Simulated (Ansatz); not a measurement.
Input for Ansatz (development build ahead of 0.2.0):

```yaml
crystal:
  periodic: [false, false, false]
  atoms:
    - { symbol: H, position_ang: [0.99006, -3.0e-05, 7.0e-05] }
    - { symbol: H, position_ang: [0.49495, 0.85733, 8.0e-05] }
    - { symbol: H, position_ang: [-0.49498, 0.85738, 0.0001] }
    - { symbol: H, position_ang: [-0.98994, 7.0e-05, -3.0e-05] }
    - { symbol: H, position_ang: [-0.4951, -0.85737, -1.0e-05] }
    - { symbol: H, position_ang: [0.49506, -0.85742, -6.0e-05] }
basis:
  gaussian: { orbitals: cc-pVDZ }
magnetization:
  spin_polarized: true
  initial_magnetization: 2
hamiltonian:
  xc: hf
output:
  forces: true
```

The input is written out in the form of the current development build from the run's settings.

Results

```json
{
  "Converged": "yes",
  "Total energy": "-2.97320 hartree",
  "Spin squared of the determinant": "2.073",
  "Stability test": "minimum"
}
```

Forces (eV/Å):
| atom | Fx | Fy | Fz |
| --- | --- | --- | --- |
| H1 | 0.592 | -0.003 | 0.000 |
| H2 | 7.292 | -0.468 | 0.000 |
| H3 | -7.294 | -0.470 | 0.000 |
| H4 | -0.593 | 0.005 | 0.000 |
| H5 | -7.289 | 0.466 | 0.000 |
| H6 | 7.292 | 0.469 | 0.000 |

Caution: the determinant breaks the point group.
